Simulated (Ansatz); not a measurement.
`Cl[Si](Cl)(Cl)[GeH3]` + `CSS` → `CS[S][GeH3]` + `Cl[SiH](Cl)Cl` at 298.15 K and 1 bar (cleavage of the Ge–Si bond).

Computed with Ansatz on PBE0-D4/def2-TZVP structures; ΔE is electronic, products minus reactants. CCSD(T)/CBS is the MP2 limit (def2-TZVPP, def2-QZVPP) plus CCSD(T) − MP2 in def2-TZVPP, frozen cores. This one scheme is used for every species. For Ge outer-core shells are correlated without core-valence functions, which leaves a few kJ/mol of doubt a bond. Scalar relativity is left out up to krypton. One conformer a species, not always the lowest.

```json
{"species": "`Cl[Si](Cl)(Cl)[GeH3]`", "CCSD(T)/CBS energy (Eh)": "-3746.48623", "H − E (kJ/mol)": "101.6", "S (J/(mol·K))": "389.4"}
{"species": "`CSS`", "CCSD(T)/CBS energy (Eh)": "-836.00794", "H − E (kJ/mol)": "141.3", "S (J/(mol·K))": "294.2"}
{"species": "`CS[S][GeH3]`", "CCSD(T)/CBS energy (Eh)": "-2913.33841", "H − E (kJ/mol)": "189.8", "S (J/(mol·K))": "364.5"}
{"species": "`Cl[SiH](Cl)Cl`", "CCSD(T)/CBS energy (Eh)": "-1669.16736", "H − E (kJ/mol)": "53.3", "S (J/(mol·K))": "314.4"}
```

H − E and S are ideal-gas, rigid-rotor, harmonic terms from PBE0-D4/def2-TZVP, for one conformer and one mirror image of each species. 1 Eh = 2625.50 kJ/mol, R = 8.31446 J/(mol·K).

Problem. By hand: ΔE, ΔH, ΔS and ΔG.

Solution. ΔE = (-2913.33841) + (-1669.16736) − (-3746.48623) − (-836.00794) = -0.01160 Eh = -30.5 kJ/mol. Δ(H − E) = 189.8 + 53.3 − 101.6 − 141.3 = 0.2, so ΔH = -30.3 kJ/mol. ΔS = 364.5 + 314.4 − 389.4 − 294.2 = -4.7 J/(mol·K). ΔG = -30.3 − 298.15 × (-4.7)/1000 = -28.9 kJ/mol.

Problem. By hand: the equilibrium constant, and the temperature at which ΔG would vanish if ΔH and ΔS stayed fixed.

Solution. log₁₀ K = −ΔG/(RT ln 10) = 5.1. ΔG = 0 at ΔH/ΔS = 6447 K, far beyond where these terms or the molecules hold.

The number of gas molecules stays the same, so ΔS is small and ΔH decides. A doubt of 5 kJ/mol in ΔE shifts log₁₀ K by 0.9 here. Other conformers and mirror images would add mixing entropy, several J/(mol·K) or more a flexible species. These are equilibria of isolated gas molecules and say nothing of rates. Largest T1 diagnostic: 0.012 (customary marks: 0.02 for closed shells, 0.045 for open ones).
